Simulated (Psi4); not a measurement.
Pair of molecules: N2 (SMILES N#N) (first 2 atoms) with PH3 (SMILES P); geometry from B3LYP-D3(BJ)/def2-TZVP, rigid monomers moved along the line of their centres of mass till N2···H6 is 4.58 Å.
(charge 0, multiplicity 1):
```xyz
6

N     -0.474     0.529    -0.259
N      0.544     0.139    -0.295
P      0.230    -0.399     5.029
H     -0.756    -1.015     4.217
H      0.025     0.881     4.452
H      1.285    -0.723     4.138
```

These are SAPT0/jun-cc-pV(D+d)Z run with Psi4 values and carry that method's errors.

Question: Which attractive term is largest, and how does the interaction split up?

Answer: electrostatics 0.0, exchange 0.1, induction 0.0, dispersion -0.4, total -0.3 kJ/mol; the largest attraction is dispersion.
